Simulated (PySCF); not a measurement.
# `C#CC[C@@H]1C/C(=C\F)C1=C`, C₉H₉F

Geometry (Å), atoms numbered from 1 in this order:
```xyz
19

C     3.198    1.526   -0.309
C     2.460    0.588   -0.395
C     1.561   -0.545   -0.470
C     0.509   -0.493    0.641
C    -0.581   -1.589    0.568
C    -1.604   -0.499    0.371
C    -2.915   -0.481    0.199
F    -3.648   -1.612    0.176
C    -0.582    0.541    0.443
C    -0.583    1.861    0.355
H     3.845    2.349   -0.244
H     2.142   -1.467   -0.377
H     1.064   -0.544   -1.444
H     1.005   -0.422    1.612
H    -0.715   -2.171    1.479
H    -0.487   -2.273   -0.275
H    -3.522    0.402    0.063
H     0.332    2.422    0.435
H    -1.491    2.417    0.196
```

Theory: GIAO BHandHLYP/pcSseg-1 magnetisability, rotational g tensor and spin-rotation constants, non-relativistic, gas phase in PySCF 2.14.0. Geometry: GFN2-xTB.

Give the nuclear spin-rotation constants along the inertial axes (H = +C I·J) beside the isotropic shieldings.

Rotational constants 3.4742, 0.6827, 0.5967 GHz. A star marks the isotopologue with that one atom substituted, in its own axes.
```
atom  isotope  Caa (kHz)  Cbb (kHz)  Ccc (kHz)  mean (kHz)  σ (ppm)
  F8      19F      4.014      0.705      0.113       1.611    333.6
 H11       1H     -0.088     -0.054     -0.069      -0.070     30.4
 H12       1H     -0.370      0.018     -0.063      -0.138     29.5
 H13       1H     -0.329     -0.078      0.011      -0.132     29.7
 H14       1H     -0.297     -0.077      0.016      -0.120     29.0
 H15       1H     -0.321     -0.048     -0.006      -0.125     28.9
 H16       1H     -0.397     -0.023     -0.022      -0.148     29.7
 H17       1H     -0.313      0.060     -0.059      -0.104     24.5
 H18       1H      0.284     -0.063     -0.065       0.052     26.0
 H19       1H     -0.116      0.010     -0.065      -0.057     26.4
  C1     13C*      0.411      0.169      0.191       0.257    110.6
  C2     13C*      0.366      0.184      0.222       0.257     97.8
  C3     13C*      0.515      0.107      0.092       0.238    160.7
  C4     13C*      0.654      0.116      0.101       0.290    146.6
  C5     13C*      0.482      0.128      0.092       0.234    156.7
  C6     13C*      1.221      0.284      0.099       0.535     58.3
  C7     13C*      1.137      0.319      0.148       0.535     31.9
  C9     13C*      1.756      0.254      0.109       0.706     30.5
 C10     13C*      1.451      0.206      0.082       0.580     73.0
```
For the geometry as given, no vibrational averaging.
